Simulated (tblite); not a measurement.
Species: C₃H₁₃FSi₃.
Bonds: C1–C2, C2–Si3, Si3–Si4, Si3–Si5, Si3–C6, C6–F7. Hydrogens: H8, H9, H10 on C1; H11, H12 on C2; H13, H14, H15 on Si4; H16, H17, H18 on Si5; H19, H20 on C6.

A start from a force field or distance geometry was refined with GFN2-xTB geometry optimisation, gas phase in tblite 0.8.0. Values at the start:

```json
{"coordinate": "C1–C2", "start": "1.488 Å"}
{"coordinate": "C1–H8", "start": "1.127 Å"}
{"coordinate": "C2–Si3", "start": "1.862 Å"}
{"coordinate": "C2–H11", "start": "1.126 Å"}
{"coordinate": "Si3–Si4", "start": "2.237 Å"}
{"coordinate": "Si3–Si5", "start": "2.221 Å"}
{"coordinate": "Si3–C6", "start": "1.867 Å"}
{"coordinate": "Si4–H13", "start": "1.488 Å"}
{"coordinate": "C6–F7", "start": "1.372 Å"}
{"coordinate": "C6–H19", "start": "1.127 Å"}
{"coordinate": "C1–C2–Si3", "start": "114.4°"}
{"coordinate": "C2–Si3–Si4", "start": "111.9°"}
{"coordinate": "C2–Si3–C6", "start": "106.1°"}
{"coordinate": "Si3–C6–F7", "start": "112.2°"}
{"coordinate": "Si4–Si3–Si5", "start": "106.1°"}
{"coordinate": "Si4–Si3–C6", "start": "109.7°"}
{"coordinate": "C1–C2–Si3–Si4", "start": "91°"}
{"coordinate": "C2–Si3–C6–F7", "start": "172°"}
```

**Question.** How do these coordinates change at the GFN2-xTB level?

**Answer.** 
```tsv
coordinate	GFN2-xTB (Å or °)	change
Si3–Si5	2.340	+0.119
Si3–Si4	2.341	+0.104
Si3–C6	1.941	+0.074
C2–Si3	1.924	+0.062
C1–H8	1.089	-0.038
C1–C2	1.523	+0.035
C6–H19	1.093	-0.034
C2–H11	1.092	-0.034
Si4–H13	1.467	-0.021
C6–F7	1.385	+0.013
Si4–Si3–Si5	119.4	+13.3
Si3–C6–F7	108.8	-3.4
Si4–Si3–C6	106.5	-3.2
C2–Si3–C6	103.1	-3.0
C1–C2–Si3	111.5	-2.9
C2–Si3–Si4	110.2	-1.7
C1–C2–Si3–Si4	72	-19
C2–Si3–C6–F7	-177	+11
```

The energy falls by 0.721 eV over 116 L-BFGS steps, the largest force on an atom goes from 2.13 to 0.009 eV/Å, and the atoms move by 0.417 Å rms after alignment. The bond that changes most is Si3–Si5 (four-coordinate silicon to SiH3 silicon), which lengthens by 0.119 Å. Bonds longer at the end by more than 0.005 Å: 7 of 19; shorter: 11. Among the dihedrals that turn most is C1–C2–Si3–Si5, from -28° to -61°. Rotational constants go from 1328, 1047, 942.1 to 1211, 1049, 835.6 MHz.

GFN2-xTB frequencies show an imaginary mode (44i cm⁻¹), so the point is no minimum at that level. 3 starts were optimised and ended at 0.00, 1.50 and 1.61 kcal/mol (GFN2-xTB); the lowest of these is shown.

The numbers are calculated, not measured.
